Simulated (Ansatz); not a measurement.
Sr₃S₄⁻, relaxed as a doublet with UKS PBE-D4/def2-SVPD in Ansatz, starting from the GFN1-xTB geometry. Force threshold 0.02 eV/Å.

In the def2 sets Sr takes a core potential; there is no spin–orbit coupling. The relaxation made no stability test and no search for a lower SCF solution. The structure comes from a short search, and lower isomers may exist.

Start:

```
atom   x (Å)   y (Å)   z (Å)
 Sr1  -1.386  -1.882   0.877
 Sr2   1.643  -0.660  -1.604
 Sr3   0.251   1.476   0.693
  S4   1.266  -1.293   0.976
  S5   2.025   1.868  -1.213
  S6  -1.611  -0.163  -1.071
  S7  -2.188   0.654   1.343
```

```csv
step,energy (eV),largest force component (eV/Å),SCF passes
1,-45827.5738,1.768,24
2,-45828.1833,0.572,27
3,-45828.2463,0.732,40
4,-45828.4157,0.154,33
5,-45828.4961,0.211,41
6,-45828.5627,0.222,40
7,-45828.6148,0.074,39
8 (rejected),-45828.5373,0.345,39
9,-45828.6174,0.044,30
10,-45828.6181,0.018,30
```

Force components are those of the run's own axes.

End:

```xyz
7

Sr   -1.5549   -1.6428    0.8228
Sr    1.6115   -0.6982   -1.6456
Sr   -0.0325    1.4299    0.5041
S     1.2149   -1.3360    1.0478
S     2.1741    2.0016   -1.2496
S    -1.1719   -0.4378   -1.6703
S    -2.2413    0.6833    2.1908
```

By distances, no bond broke or formed. The bond that changes most is Sr2–S6, from 3.34 to 2.80 Å (atoms count from 1). The end is the same structure that another start reached, the lowest one found.

No frequencies were taken in this run, so the end may be a saddle point.

Hardware: 4 threads of AMD EPYC 7B13 on a shared host. Wall time 49 s.
